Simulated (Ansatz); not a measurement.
Consider the formal exchange of groups at the Sn–Si bond: `FC[SiH2][SnH3]` + `O[SiH2][SiH3]` → `O[SiH2][SiH2][SnH3]` + `FC[SiH3]`.

Program: Ansatz. Geometries: PBE0-D4/def2-TZVP. ΔE: electronic, gas phase. CCSD(T)/CBS adds triple-zeta CCSD(T) − MP2 to the extrapolated MP2 energy (def2 sets, frozen cores). DFT in def2-TZVPP. B3LYP here is the variant with VWN-RPA as its local correlation; programs differ in this. Elements past krypton have def2 core potentials. For Sn outer-core shells are correlated without core-valence functions, which leaves a few kJ/mol of doubt a bond. One conformer a species, not always the lowest.

| level | ΔE (kJ/mol) | difference from CCSD(T)/CBS |
| --- | --- | --- |
| PBE-D4 | -9.2 | 1.3 |
| r2SCAN-D4 | -9.2 | 1.3 |
| PBE0-D4 | -9.4 | 1.1 |
| B3LYP-D4 | -8.8 | 1.7 |
| ωB97X-V | -7.4 | 3.1 |
| ωB97M-V | -8.6 | 1.9 |
| B2PLYP | -7.6 | 2.9 |
| PBE | -7.4 | 3.1 |
| r2SCAN | -8.8 | 1.7 |
| PBE0 | -7.7 | 2.8 |
| B3LYP | -5.9 | 4.6 |
| HF/def2-TZVPP | -4.8 | 5.7 |
| MP2/def2-TZVPP | -10.6 | -0.1 |
| SCS-MP2/def2-TZVPP | -8.9 | 1.6 |
| CCSD/def2-TZVPP | -7.7 | 2.8 |
| CCSD(T)/def2-TZVPP | -8.8 | 1.7 |
| HF/def2-QZVPP | -5.0 | 5.5 |
| MP2/def2-QZVPP | -11.7 | -1.2 |
| SCS-MP2/def2-QZVPP | -9.9 | 0.6 |
| HF/CBS(def2) | -5.0 | 5.5 |
| MP2/CBS(def2) | -12.4 | -1.9 |
| CCSD/CBS(def2) | -9.5 | 1.0 |
| CCSD(T)/CBS | -10.5 | 0 |

Largest T1 diagnostic among the species: 0.013.

In def2-TZVPP, CCSD(T) changes the Hartree–Fock value by −4.0 kJ/mol (the triples alone add −1.1 kJ/mol) and MP2 by −5.8 kJ/mol.
